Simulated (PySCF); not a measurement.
Choosing a molecule for a target property.

All species are isolated and taken at one optimised geometry, non-relativistic unless stated. Electronic properties by PySCF.

Dipoles, sizes and rotational constants follow the conformer. The torsions of the flexible species, by atom-mapped SMILES:
- `[CH3:1][CH2:2][C@@H:3](/[C:4]=[CH:5]/[C:6]#[N:7])[C:8]#[N:9]`: C1–C2–C3–C4 176°, C2–C3–C4–C5 118°
- `[CH3:1][C:2]([F:3])/[CH:4]=[C:5](\[CH3:6])[CH2:7][F:8]`: C1–C2–C4–C5 180°, C4–C5–C7–F8 1°
- `[CH2:1]=[CH:2][CH2:3]/[C:4]([CH:5][Cl:6])=[CH:7]/[F:8]`: C1–C2–C3–C4 -119°, C2–C3–C4–C5 -83°, C3–C4–C5–Cl6 -2°
- `[CH3:1][C:2]1[CH2:3][CH2:4][C@:5]1([F:6])[CH2:7][F:8]`: C4–C5–C7–F8 -51°

(1) Wanted: smallest rotational constant below 0.7 GHz (GFN2-xTB) and isotropic g value below 2.003 (unrestricted B3LYP/pcH-1, mean-field spin–orbit), at GFN2-xTB geometries. Which candidate meets both?
A. `C[C]1CC[C@]1(F)CF` [radical]
B. `C[C](F)/C=C(\C)CF` [radical]
C. `CC[C@@H](/[C]=C/C#N)C#N` [radical]
D. `F/C=C(/CC=C)[CH]Cl` [radical]

Answers

(1) C. Computed values:
```csv
species,smallest rotational constant,isotropic g value
CC[C@@H](/[C]=C/C#N)C#N [radical],0.668 GHz,2.00220
F/C=C(/CC=C)[CH]Cl [radical],0.787 GHz,2.00535
C[C](F)/C=C(\C)CF [radical],0.888 GHz,2.00322
C[C]1CC[C@]1(F)CF [radical],1.680 GHz,2.00252
```
